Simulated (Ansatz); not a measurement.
Spectroscopic constants of TaAl, multiplicity 7 (an upper state: multiplicity 5 came lower at CCSD(T)/def2-TZVPP on PBE0 minima). No spin–orbit coupling.

Seven points along R, fitted to fifth degree in 1/R; most abundant isotopes. Runs in def2 and cc sets follow the lowest solution found near the PBE0 minimum.

Programs: Ansatz (Gaussian basis) for Hartree–Fock, density functionals and correlated methods.  In def2 rows elements past Kr take small-core potentials, without spin–orbit coupling.

Energies at wB97X-V/def2-TZVPP:

```json
[
 {"R (Å)": "2.361118", "E (hartree)": "-299.13668183"},
 {"R (Å)": "2.424589", "E (hartree)": "-299.14006916"},
 {"R (Å)": "2.482982", "E (hartree)": "-299.14147558"},
 {"R (Å)": "2.548992", "E (hartree)": "-299.14146806"},
 {"R (Å)": "2.615001", "E (hartree)": "-299.14011590"},
 {"R (Å)": "2.691166", "E (hartree)": "-299.13729684"},
 {"R (Å)": "2.780026", "E (hartree)": "-299.13283551"}
]
```

Problem. With a reduced mass of 23.4803 u, find the minimum, the force constant and the constants.

Solution. A fifth-degree polynomial in 1/R puts the minimum at r_e = 2.5150 Å with force constant 152 N/m. Then ω_e = (1/2πc)√(k/μ) = 332 cm⁻¹ and B_e = h/(8π²cμr_e²) = 0.1135 cm⁻¹; the cubic and quartic terms give α_e = 0.00048 and ω_e x_e = 1.3 cm⁻¹.

Ansatz is an electronic-structure program.
